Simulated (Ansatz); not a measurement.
SeBr2, SMILES Br[Se]Br.

Geometry: PBE0-D3(BJ)/def2-SVP.

Two levels are set side by side: PBE/def2-SVPD (Ansatz, a first-principles code) and CAM-B3LYP/def2-SVPD (Ansatz). Energy differences of separate SCF runs at the same geometry; the states with an electron removed or added have multiplicity 2 and 2. Differences are taken from unrounded values.

| quantity | CAM-B3LYP | PBE | PBE minus CAM-B3LYP |
|---|---|---|---|
| vertical ionisation energy (eV) | 9.24 | 8.76 | -0.47 |
| vertical electron affinity (eV) | 1.46 | 1.40 | -0.06 |
| vertical singlet–triplet gap (eV) | 1.82 | 1.54 | -0.28 |
